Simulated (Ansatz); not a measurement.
Consider the formal exchange of groups at a C–N bond: `C=CN([SiH3])C=O` + `C=O` → `O=CC=O` + `C=CN[SiH3]`.

Computed with Ansatz on PBE0-D4/def2-TZVP structures; ΔE is electronic, products minus reactants. CCSD(T)/CBS is the MP2 limit (def2-TZVPP, def2-QZVPP) plus CCSD(T) − MP2 in def2-TZVPP, frozen cores. This one scheme is used for every species. Functionals use def2-TZVPP. B3LYP here is the variant with VWN-RPA as its local correlation; programs differ in this. Each species was taken in one conformer, which may not be the lowest.

Is it downhill or uphill in electronic energy at CCSD(T)/CBS, and by how much? (An estimate is asked.)

The calculation gave: Uphill: ΔE = +0.48 eV.

What do these levels give: PBE-D4, PBE0-D4, B3LYP-D4, ωB97X-V, B3LYP, HF/def2-TZVPP, SCS-MP2/def2-TZVPP, CCSD/def2-TZVPP, CCSD(T)/def2-TZVPP, HF/def2-QZVPP, MP2/CBS(def2), CCSD/CBS(def2)? (Estimate.)

The calculation gave: PBE-D4 0.54, PBE0-D4 0.52, B3LYP-D4 0.50, ωB97X-V 0.48, B3LYP 0.41, HF/def2-TZVPP 0.35, SCS-MP2/def2-TZVPP 0.47, CCSD/def2-TZVPP 0.45, CCSD(T)/def2-TZVPP 0.48, HF/def2-QZVPP 0.35, MP2/CBS(def2) 0.52, CCSD/CBS(def2) 0.44 eV.

Largest T1 diagnostic among the species: 0.016.

The D4 term adds +0.09 eV with B3LYP and +0.05 eV with PBE0; it sums over pairs of atoms, weighted by their polarisabilities, and B3LYP, whose exchange is more repulsive, gets the larger term. In def2-TZVPP, CCSD(T) changes the Hartree–Fock value by +0.13 eV (the triples alone add +0.04 eV) and MP2 by +0.18 eV.
